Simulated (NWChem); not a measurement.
Molecule: stibine (SbH$_{3}$); SMILES [SbH3]

Computed with NWChem. Structure relaxed at the PBE0-D3(BJ)/def2-TZVP level. def2 effective core potentials on Sb; no spin-orbit coupling. Ions are spin-unrestricted doublets at the neutral geometry; other ion states weren't tried.

```tsv
level	vertical ionisation energy, ΔSCF (eV)	−ε(HOMO) (eV)	ΔSCF minus −ε(HOMO) (eV)
B3LYP/def2-TZVP	10.00	7.37	2.63
PBE/def2-TZVP	[?]	[?]	[?]
PBE0/def2-TZVP	9.88	7.53	2.35
CAM-B3LYP/def2-TZVP	9.99	8.79	1.20
r2SCAN/def2-TZVP	9.88	6.76	3.12
```

Q: Complete the blanks.

A: 
- PBE/def2-TZVP, vertical ionisation energy, ΔSCF (eV): 9.85
- PBE/def2-TZVP, −ε(HOMO) (eV): 6.51
- PBE/def2-TZVP, ΔSCF minus −ε(HOMO) (eV): 3.34
